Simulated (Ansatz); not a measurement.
A set of 12 reactions (atomization), with CCSD(T)/CBS values in kJ/mol:

```tsv
reaction	ΔE
`[F][In-]([F])([F])[SH2+]` → 3 F• + 2 H• + In• + S•	2102.8
`NC(=S)[O][AlH2]` → Al• + C• + 4 H• + N• + O• + S•	3171.4
`FB1OP[SiH2]1` → B• + F• + 3 H• + O• + P• + Si•	2907.6
`B/C=C(\F)Cl` → B• + 2 C• + Cl• + F• + 3 H•	3041.2
`[CH3][SnH2][SiH2]N` → C• + 9 H• + N• + Si• + Sn•	4081.0
`NP(O)O` → 4 H• + N• + 2 O• + P•	2830.0
`N[SiH2][GeH2][NH2]` → Ge• + 8 H• + 2 N• + Si•	3719.2
`ClB1N[SiH2]1` → B• + Cl• + 3 H• + N• + Si•	2389.4
`Br[SiH]1CC1` → Br• + 2 C• + 5 H• + Si•	3215.2
`C[CH]1[AlH][C]1(F)F` → Al• + 3 C• + 2 F• + 5 H•	4015.4
`CBCl` → B• + C• + Cl• + 4 H•	2534.1
`C[Si]1([AlH2])BC1` → Al• + B• + 2 C• + 8 H• + Si•	4396.0
```

Calculated with Ansatz (gas phase, PBE0-D4/def2-TZVP geometries, no zero-point term in ΔE). CBS: MP2 limit from def2 TZ/QZ plus the TZ coupled-cluster correction, frozen cores. This one scheme is used for every species, atoms too. Functionals use def2-TZVPP. B3LYP here is the variant with VWN-RPA as its local correlation; programs differ in this. Open shells (•) are unrestricted, without spin–orbit coupling. Spin–orbit coupling would lower the free atoms: a little for Al, B, C, Cl, F, O, S, Si; clearly for Br, Ge; strongly for In, Sn. Elements past krypton have def2 core potentials. For Br, Ge, In, Sn outer-core shells are correlated without core-valence functions, so the limit isn't a true one: a few kJ/mol of doubt a bond, and 10 to 20 or more in all where bonds break to atoms. Scalar relativity is left out up to krypton. Each species was taken in one conformer, which may not be the lowest.

Q: Give the mean, mean absolute and largest difference (level minus CCSD(T)/CBS, kJ/mol) for: PBE-D4, r2SCAN-D4, B3LYP-D4, ωB97X-V, B2PLYP, PBE, r2SCAN, B3LYP, HF/def2-TZVPP, MP2/def2-TZVPP, CCSD(T)/def2-TZVPP, MP2/def2-QZVPP, MP2/CBS(def2), CCSD/CBS(def2). (Estimate.)

A: Ansatz gave: 
| level | mean | mean absolute | largest |
| --- | --- | --- | --- |
| PBE-D4 | 64.8 | 67.4 | 143.4 |
| r2SCAN-D4 | 13.3 | 33.1 | 58.8 |
| B3LYP-D4 | -4.7 | 17.3 | -74.0 |
| ωB97X-V | 17.9 | 20.5 | 42.5 |
| B2PLYP | -40.9 | 40.9 | -77.9 |
| PBE | 45.8 | 57.3 | 128.2 |
| r2SCAN | 8.7 | 31.7 | 55.1 |
| B3LYP | -35.5 | 35.5 | -96.4 |
| HF/def2-TZVPP | -924.7 | 924.7 | -1172.6 |
| MP2/def2-TZVPP | -41.1 | 45.0 | -139.8 |
| CCSD(T)/def2-TZVPP | -95.1 | 95.1 | -120.3 |
| MP2/def2-QZVPP | 15.6 | 37.9 | -72.8 |
| MP2/CBS(def2) | 54.0 | 59.7 | 104.4 |
| CCSD/CBS(def2) | -53.3 | 53.3 | -73.1 |

The largest T1 diagnostic in the set is 0.018, for Al• (customary mark 0.045).

CCSD(T)/CBS is a level of theory with its own doubt, and the functionals carry their triple-zeta basis error, so these figures describe this set and don't rank the functionals.
